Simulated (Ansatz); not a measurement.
## [SnH5]− (SMILES [H][Sn-]([H])([H])([H])[H]): the energy, rung by rung

The species is [SnH5]− (6 atoms), meant as a singlet with charge -1. As SMILES, `[H][Sn-]([H])([H])([H])[H]`. Geometry: a GFN2-xTB relaxation, a rough one for these elements and not checked as a minimum.

```xyz
6

Sn    0.0004   -0.0014    0.0004
H    -0.0201   -0.0063    1.8858
H     0.0203    0.0107   -1.8880
H     1.7828    0.0108    0.0189
H    -0.9025    1.5360   -0.0034
H    -0.8810   -1.5498   -0.0136
```

Quantity: the energy change with the Sn1–H2 bond stretched from 1.885 to 2.828 Å, in eV. The values are calculated.

```tsv
level	kind	program	value (eV)	less FCI/STO-3G
HF/STO-3G (restricted)	Hartree–Fock	Ansatz	3.27	+0.50
SVWN5/STO-3G (restricted)	LDA	Ansatz	2.33	-0.44
PBE/STO-3G (restricted)	GGA	Ansatz	2.22	-0.55
r2SCAN/STO-3G (restricted)	meta-GGA	Ansatz	2.42	-0.35
B3LYP/STO-3G (restricted)	global hybrid	Ansatz	2.46	-0.31
PBE0/STO-3G (restricted)	global hybrid	Ansatz	2.57	-0.20
RPA@PBE/STO-3G (restricted)	RPA	Ansatz	2.42	-0.35
MP2/STO-3G (restricted)	perturbation theory	Ansatz	2.97	+0.20
BCCD(T)/STO-3G (restricted)	coupled cluster or CI	Ansatz	2.77	0.00
FCI/STO-3G	exact in the basis	Ansatz	2.77	0.00
```

FCI/STO-3G is exact within its basis and frozen core, so for wave-function methods in that basis the difference is their error; functionals converge differently with the basis, so for them it is only a difference. All-electron rows without a relativistic Hamiltonian named are non-relativistic. Sets without diffuse functions describe the anion poorly. The first shape isn't each level's own minimum. The values span 2.22 to 3.27 eV. All rows use very small basis sets, so even the best lies far from the true value. In the correlated wave-function rows the outer d shell of Sn is correlated, in sets not made for it.
